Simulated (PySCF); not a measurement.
Cl₂Mg (SMILES [Cl][Mg][Cl]), singlet, geometry from GFN2-xTB (such geometries of metal compounds can be far from the true shape); BHANDHLYP/def2-SVP (PySCF).

The PySCF input:
```python
from pyscf import gto, scf, dft

mol = gto.Mole()
mol.atom = '''
    Mg    0.19399681    0.27820801    0.27282162
    Cl    1.38743119    0.24793396   -1.48450411
    Cl   -1.52437011   -0.44431609    1.29192414
'''
mol.basis = 'def2-svp'
mol.verbose = 4
mol.build()

mf = dft.RKS(mol)
mf.xc = 'bhandhlyp'
mf.grids.atom_grid = (99, 590)
mf.grids.prune = None
mf.kernel()
```

Problem. Write the output that PySCF gives for this input, abridged.

Solution. 
```
PySCF version 2.14.0

[INPUT] verbose = 4
[INPUT] num. atoms = 3
[INPUT] num. electrons = 46
[INPUT] charge = 0
[INPUT] spin (= nelec alpha-beta = 2S) = 0
[INPUT] symmetry False subgroup None
[INPUT] Mole.unit = angstrom
[INPUT] Symbol           X                Y                Z      unit          X                Y                Z       unit  Magmom
[INPUT]  1 Mg     0.193996810000   0.278208010000   0.272821620000 AA    0.366600839939   0.525736944560   0.515558142660 Bohr   0.0
[INPUT]  2 Cl     1.387431190000   0.247933960000  -1.484504110000 AA    2.621864965779   0.468527281379  -2.805306198691 Bohr   0.0
[INPUT]  3 Cl    -1.524370110000  -0.444316090000   1.291924140000 AA   -2.880642020373  -0.839635722838   2.441382798314 Bohr   0.0

nuclear repulsion = 139.088055502901
number of shells = 24
number of NR pGTOs = 108
number of NR cGTOs = 54
basis = def2-svp
ecp = {}

******** <class 'pyscf.dft.rks.RKS'> ********
method = RKS
initial guess = minao
damping factor = 0
level_shift factor = 0
DIIS = <class 'pyscf.scf.diis.CDIIS'>
diis_start_cycle = 1
diis_space = 8
diis_damp = 0
SCF conv_tol = 1e-09
SCF conv_tol_grad = None
SCF max_cycles = 50
direct_scf = True
direct_scf_tol = 1e-13
XC library pyscf.dft.libxc version 7.1.2
    S. Lehtola, C. Steigemann, M. J. T. Oliveira, and M. A. L. Marques,  SoftwareX 7, 1–5 (2018)
XC functionals = bhandhlyp
    A. D. Becke,  J. Chem. Phys. 98, 1372 (1993)
    Defined through Gaussian implementation.
radial grids:
    Treutler-Ahlrichs [JCP 102, 346 (1995); DOI:10.1063/1.469408] (M4) radial grids

becke partition: Becke, JCP 88, 2547 (1988); DOI:10.1063/1.454033
pruning grids: None
grids dens level: 3
symmetrized grids: False
atomic radii adjust function: <function treutler_atomic_radii_adjust>
User specified grid scheme (99, 590)
small_rho_cutoff = 0
Set gradient conv threshold to 3.16228e-05
Initial guess from minao.
tot grids = 175232
init E= -1120.30263980485
  HOMO = -0.421749747244542  LUMO = -0.0966588752705708  gap/eV = 8.84617
cycle= 1 E= -1120.22349127559  delta_E= 0.0791  |g|= 0.363  |ddm|=  1.9
  HOMO = -0.323320452974137  LUMO = -0.0742413853741923  gap/eV = 6.77779
cycle= 2 E= -1120.24368928181  delta_E= -0.0202  |g|= 0.304  |ddm|= 0.994
  HOMO = -0.367882671211337  LUMO = -0.0599289445372591  gap/eV = 8.37985
cycle= 3 E= -1120.27090774845  delta_E= -0.0272  |g|= 0.00687  |ddm|= 0.442
  HOMO = -0.368450506353231  LUMO = -0.0583915385213971  gap/eV = 8.43713
cycle= 4 E= -1120.27096115271  delta_E= -5.34e-05  |g|= 0.00166  |ddm|= 0.0244
  HOMO = -0.368234459567429  LUMO = -0.0582421952463585  gap/eV = 8.43532
cycle= 5 E= -1120.27096381264  delta_E= -2.66e-06  |g|= 0.000527  |ddm|= 0.00568
  HOMO = -0.368295427464141  LUMO = -0.0583394313611487  gap/eV = 8.43433
cycle= 6 E= -1120.27096396058  delta_E= -1.48e-07  |g|= 0.000101  |ddm|= 0.001
  HOMO = -0.36829038726512  LUMO = -0.0583410643760274  gap/eV = 8.43415
cycle= 7 E= -1120.27096396777  delta_E= -7.2e-09  |g|= 1.41e-05  |ddm|= 0.000297
  HOMO = -0.368292911681924  LUMO = -0.0583408164056642  gap/eV = 8.43423
cycle= 8 E= -1120.27096396791  delta_E= -1.38e-10  |g|= 1.51e-06  |ddm|= 3.81e-05
  HOMO = -0.368292959299555  LUMO = -0.0583404627070891  gap/eV = 8.43424
Extra cycle  E= -1120.27096396791  delta_E= -6.82e-13  |g|= 6.06e-07  |ddm|= 4.23e-06
converged SCF energy = -1120.27096396791
```
